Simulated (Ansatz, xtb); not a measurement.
A geometry optimisation of CH2MgOSn with r2SCAN-D4/def2-SVP

The starting geometry of this gas-phase singlet was built from a drawn formula by distance geometry and a force field; its bonds are those of `[O]=[Sn]1[CH2][Mg]1`.

```yaml
atoms:
  - { symbol: C, position_ang: [-0.5843, 1.0843, 0.0910] }
  - { symbol: Mg, position_ang: [-1.3705, 2.9491, 0.6185] }
  - { symbol: O, position_ang: [-3.7552, -0.1304, -1.6773] }
  - { symbol: Sn, position_ang: [-2.5210, 0.7559, -0.8264] }
  - { symbol: H, position_ang: [0.2382, 1.0717, -0.6499] }
  - { symbol: H, position_ang: [-0.3883, 0.3559, 0.9361] }
```

Problem. Predict what it relaxes into with r2SCAN-D4/def2-SVP.

Solution. It keeps its bonds, and is `[O]=[Sn]1[CH2][Mg]1`.

The energy falls by 0.82 eV over 21 steps:

```tsv
step	E − E(last) (eV)
1	0.818
3	0.117
5	0.038
8	0.020
10	0.020
12	0.019
14	0.015
17	0.005
19	0.002
21	0.000
```

Final geometry (Å):

```xyz
6

C    -0.6699    1.0315    0.1353
Mg   -1.3106    2.9544    0.6854
O    -3.5435   -0.3986   -1.3262
Sn   -2.5809    1.1857   -1.1013
H     0.1872    1.2392   -0.5483
H    -0.4634    0.0743    0.6472
```

From the same start GFN2-xTB ends elsewhere, differing in Mg2–O3 (1.83 against 4.50 Å here).

The end wasn't checked by frequencies. Atoms past krypton carry core potentials, without spin–orbit terms. Run with Ansatz 0.2.0, 38 s on 2 threads of Arm Neoverse V2, with other jobs on the host.
